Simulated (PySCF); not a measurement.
Species: SbMe2(OMe), C₃H₉OSb.
Bonds: Sb1–C2, Sb1–C6, Sb1–O10, O10–C11. Hydrogens: H3, H4, H5 on C2; H7, H8, H9 on C6; H12, H13, H14 on C11.

A GFN2-xTB structure was refined with PBE0-D3(BJ)/def2-SVP geometry optimisation, gas phase, def2 core potentials past Kr in PySCF. Its GFN2-xTB values:

```tsv
coordinate	GFN2-xTB
Sb1–C2	2.113 Å
Sb1–C6	2.276 Å
Sb1–O10	1.990 Å
C2–H3	1.114 Å
O10–C11	1.402 Å
C11–H12	1.111 Å
Sb1–O10–C11	122.5°
C2–Sb1–C6	90.9°
C2–Sb1–O10	91.9°
C6–Sb1–O10	89.9°
C2–Sb1–O10–C11	142°
```

Question: How do these coordinates change at the PBE0-D3(BJ)/def2-SVP level?

Answer: 
```json
{"coordinate": "Sb1–C6", "PBE0-D3(BJ)/def2-SVP (Å or °)": "2.160", "change": "-0.116"}
{"coordinate": "Sb1–C2", "PBE0-D3(BJ)/def2-SVP (Å or °)": "2.158", "change": "+0.045"}
{"coordinate": "Sb1–O10", "PBE0-D3(BJ)/def2-SVP (Å or °)": "2.011", "change": "+0.021"}
{"coordinate": "C2–H3", "PBE0-D3(BJ)/def2-SVP (Å or °)": "1.100", "change": "-0.014"}
{"coordinate": "O10–C11", "PBE0-D3(BJ)/def2-SVP (Å or °)": "1.393", "change": "-0.009"}
{"coordinate": "C11–H12", "PBE0-D3(BJ)/def2-SVP (Å or °)": "1.109", "change": "-0.002"}
{"coordinate": "C6–Sb1–O10", "PBE0-D3(BJ)/def2-SVP (Å or °)": "93.0", "change": "+3.1"}
{"coordinate": "C2–Sb1–C6", "PBE0-D3(BJ)/def2-SVP (Å or °)": "93.4", "change": "+2.5"}
{"coordinate": "Sb1–O10–C11", "PBE0-D3(BJ)/def2-SVP (Å or °)": "120.2", "change": "-2.3"}
{"coordinate": "C2–Sb1–O10", "PBE0-D3(BJ)/def2-SVP (Å or °)": "92.0", "change": "+0.1"}
{"coordinate": "C2–Sb1–O10–C11", "PBE0-D3(BJ)/def2-SVP (Å or °)": "141", "change": "-1"}
```

The energy falls by 0.442 eV over 6 energy and gradient evaluations, the largest force component goes from 0.0621 to 2.8e-04 Eh/bohr, and the atoms move by 0.070 Å rms after alignment. The bond that changes most is Sb1–C6 (ends: antimony bonded to 2 C and O; carbon bonded to Sb and 3 H), which shortens by 0.116 Å. Bonds longer at the end by more than 0.005 Å: 6 of 13; shorter: 6. Rotational constants go from 3674, 2010, 1804 to 3779, 2026, 1796 MHz.

The run used 127 basis functions and 44 SCF cycles in all.

No PBE0-D3(BJ)/def2-SVP frequencies stand behind this structure, so it isn't proved a minimum. The numbers are those of one conformer.
